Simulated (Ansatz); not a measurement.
Cost and result up the ladder for NbCl4 (5 atoms). Total charge 0; doublet. Geometry: r2SCAN-D4/def2-SVP.

Cartesian coordinates in Å:
```
Nb 0.000 0.000 0.000
Cl -0.531 -2.074 -0.799
Cl 0.606 -0.377 2.171
Cl -1.585 1.641 0.139
Cl 1.510 0.811 -1.511
```

Ansatz on 4 threads of Arm Neoverse V1 on a shared host. Times are rough, and most runs start from the orbitals of an earlier one. ωB97M-V/def2-TZVP serves as the yardstick here, not as an exact answer. Differences are given only for rows in sets of like size (and for xTB, whose basis is part of the method), since another set adds its own error. Binding counts from free atoms at the same level (Nb sextet, Cl doublet; other spins of the atoms weren't run), without zero-point energy or a counterpoise term.

In the def2 sets Nb takes a core potential; there is no spin–orbit coupling. Correlated methods freeze 20 core orbitals; core or outer-core shells of Nb are correlated, in sets that lack core-valence functions. The rows differ in basis, and correlated rows in double-zeta sets carry the largest basis error. No other spin state of charge 0 was run.

Correlated methods converge slowly with the basis, most of all in double-zeta sets.

| level | functions | wall time | binding energy per atom (eV) | difference from ωB97M-V/def2-TZVP (eV) |
| --- | --- | --- | --- | --- |
| PBE-D4/def2-SVP | 103 | 2.3 s | 3.86 | – |
| PBE0-D4/def2-SVP | 103 | 4 s | 3.66 | – |
| BLYP-D4/def2-TZVP | 188 | 4.2 s | 3.72 | 0.08 |
| MP2/def2-TZVP | 188 | 4.7 s | 3.72 | 0.08 |
| PBE-D4/def2-TZVP | 188 | 4.8 s | 3.80 | 0.16 |
| PBE-D4/def2-TZVPD | 224 | 6.5 s | 3.79 | 0.15 |
| RPA@PBE/def2-TZVP | 188 | 7 s | 3.22 | -0.42 |
| r2SCAN-D4/def2-TZVP | 188 | 11 s | 3.69 | 0.05 |
| PBE0-D4/def2-TZVP | 188 | 15 s | 3.62 | -0.02 |
| PBE-QIDH/def2-TZVPD | 224 | 18 s | 3.61 | -0.03 |
| CCSD(T)/def2-SVP | 103 | 21 s | 3.41 | – |
| PBE-QIDH/def2-TZVP (with forces) | 188 | 27 s | 3.60 | -0.04 |
| PBE0-D4/def2-TZVPD | 224 | 27 s | 3.62 | -0.02 |
| ωB97M-V/def2-TZVP | 188 | 53 s | 3.64 | 0.00 |
